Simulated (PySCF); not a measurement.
2-fluoro-2-methylpropane (C4H9F), SMILES CC(F)(C)C. Geometry optimised at PBE0-D3(BJ)/def2-SVP.

Computed equilibrium geometry at PBE0-D3(BJ)/def2-SVP (PySCF confirms it by a frequency run) as bond lengths and angles, and its point group:
point group C3v.
Atoms: C1 C2 C3 C4 F5 H6 H7 H8 H9 H10 H11 H12 H13 H14. Bonds (Å): C1–C2 1.518, C1–H6 1.100, C1–H7 1.100, C1–H8 1.100, C2–C3 1.518, C2–C4 1.518, C2–F5 1.397, C3–H9 1.100, C3–H10 1.100, C3–H11 1.100, C4–H12 1.100, C4–H13 1.100, C4–H14 1.100. Angles (°): C2–C1–H6 111.0, C2–C1–H7 110.2, C2–C1–H8 110.2, H6–C1–H7 108.5, H6–C1–H8 108.5, H7–C1–H8 108.3, C1–C2–C3 112.0, C1–C2–C4 112.0, C1–C2–F5 106.8, C3–C2–C4 112.0, C3–C2–F5 106.8, C4–C2–F5 106.8, C2–C3–H9 111.0, C2–C3–H10 110.2, C2–C3–H11 110.2, H9–C3–H10 108.5, H9–C3–H11 108.5, H10–C3–H11 108.3, C2–C4–H12 110.2, C2–C4–H13 111.0, C2–C4–H14 110.2, H12–C4–H13 108.5, H12–C4–H14 108.3, H13–C4–H14 108.5.
Charge 0, spin multiplicity 1.
